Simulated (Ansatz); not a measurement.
Basis-set extrapolation for `NB1N[SiH]1F` (PBE0-D4/def2-TZVP geometry, frozen core, the Gaussian-basis code of Ansatz). Multiplicity 1, RHF reference.

|  | def2-TZVPP | def2-QZVPP |
| --- | --- | --- |
| HF | -524.516333 | -524.536961 |
| MP2 correlation | -0.876383 | -0.946330 |
| CCSD(T) correlation | -0.935981 | not run |

Energies in hartree. Use E(X) = E(∞) + A·exp(−7.88·√X) for Hartree–Fock and E(X) = E(∞) + B·X^(−2.97) for correlation, with X = 3 and 4, and add CCSD(T) minus MP2 of the smaller set to the MP2 limit.

Problem. What is the CCSD(T) energy at the basis-set limit?

Solution. HF limit: -524.536961 + (-0.020628) × 0.13774 = -524.53980. MP2 limit: -0.946330 + (-0.069947) × 0.74074 = -0.99814. Higher-order term: -0.935981 − (-0.876383) = -0.05960. Total: -525.59754 hartree, 381.3 kJ/mol below CCSD(T)/def2-TZVPP.
